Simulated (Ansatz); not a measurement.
Cost and result for the atomization energy of `CC([SiH3])[SeH]` (12 atoms, 11 bonds).

Cartesian coordinates in Å:
```
C -0.470 1.309 -0.691
C -0.540 -0.033 0.023
Si 1.063 -0.479 0.895
Se -0.932 -1.410 -1.332
H -0.283 2.112 0.028
H -1.405 1.539 -1.210
H 0.336 1.327 -1.429
H -1.374 -0.035 0.729
H 0.959 -1.833 1.501
H 1.344 0.507 1.980
H 2.179 -0.451 -0.084
H -0.877 -2.552 -0.409
```

Charge 0, multiplicity 1. Correlated methods include outer-core shells of Se, which these sets cover unevenly. Scalar relativity is left out up to krypton. All single points use the PBE0-D4/def2-TZVP geometry. It is one conformer, not always the lowest. Program: Ansatz. All runs use 4 threads of an Arm Neoverse V2 on a shared host. Times are those of one run each, without the atoms' runs, and a repeat can differ threefold. Electronic energies, without spin–orbit coupling; frozen cores. CCSD(T)/CBS adds CCSD(T) − MP2 in def2-TZVPP to the MP2 limit, and its time is that of the two runs behind it. T1 = 0.010. With those shells the extrapolation isn't a true limit. B3LYP takes the VWN-RPA correlation (the form of Gaussian; ORCA's B3LYP/G).

CCSD(T)/CBS is a level of theory with its own doubt, some kJ/mol a heavy atom from the limit and from the frozen cores, so smaller differences don't rank the functionals.

| level | functions | wall time |
| --- | --- | --- |
| LDA (SPW92)/def2-TZVPP | 264 | 1.2 s |
| PBE-D4/def2-TZVPP (with forces) | 264 | 2.6 s |
| B3LYP-D4/def2-TZVPP (with forces) | 264 | 4.9 s |
| r2SCAN-D4/def2-TZVPP (with forces) | 264 | 5.5 s |
| r2SCANh-D4/def2-TZVPP | 264 | 6 s |
| PBE-QIDH/def2-TZVPP | 264 | 6 s |
| CCSD(T)/def2-SVP | 118 | 7 s |
| ωB97X-V/def2-TZVPP | 264 | 8.5 s |
| B97M-V/def2-TZVPP | 264 | 9.5 s |
| ωB97M-V/def2-TZVPP (with forces) | 264 | 13 s |
| MP2/def2-QZVPP | 513 | 27 s |
| CCSD(T)/def2-TZVPP | 264 | 3.4 min |
| CCSD(T)/CBS(def2) | – | 3.8 min |

What atomization energy does each give, and how far from CCSD(T)/CBS? (An estimate is asked.)

The calculation gave: 
```tsv
level	atomization (kcal/mol)	difference from CCSD(T)/CBS	per bond
LDA (SPW92)/def2-TZVPP	1082.0	118.5	10.8
PBE-D4/def2-TZVPP (with forces)	967.4	3.9	0.4
B3LYP-D4/def2-TZVPP (with forces)	960.4	-3.1	-0.3
r2SCAN-D4/def2-TZVPP (with forces)	961.5	-2.0	-0.2
r2SCANh-D4/def2-TZVPP	958.2	-5.3	-0.5
PBE-QIDH/def2-TZVPP	954.6	-8.9	-0.8
CCSD(T)/def2-SVP	910.6	-52.9	-4.8
ωB97X-V/def2-TZVPP	964.4	0.9	0.1
B97M-V/def2-TZVPP	961.8	-1.7	-0.1
ωB97M-V/def2-TZVPP (with forces)	960.8	-2.7	-0.2
MP2/def2-QZVPP	955.8	-7.7	-0.7
CCSD(T)/def2-TZVPP	940.7	-22.8	-2.1
CCSD(T)/CBS(def2)	963.5	0.0	0.0
```

Leaving LDA and LC-ωPBE aside and taking each functional with its dispersion term where it has one, the values, not all of them listed here, spread over 24.4 kcal/mol, from BHLYP-D4 to PBE-D4. LDA lies +121.3 kcal/mol from PBE without D4, its usual overbinding. From r2SCAN to r2SCAN0 (25 % exact exchange), in def2-TZVPP and without D4, the atomization energy moves by −8.3 kcal/mol: exact exchange takes away binding that semilocal exchange gives to molecules. The D4 term adds +10.8 kcal/mol with B3LYP and +5.6 kcal/mol with PBE0; it sums over pairs of atoms, weighted by their polarisabilities, and B3LYP, whose exchange is more repulsive, gets the larger term.

For some Ge, Se and Sn compounds the MP2-based and the directly extrapolated limit differ by 10 to 25 kJ/mol.
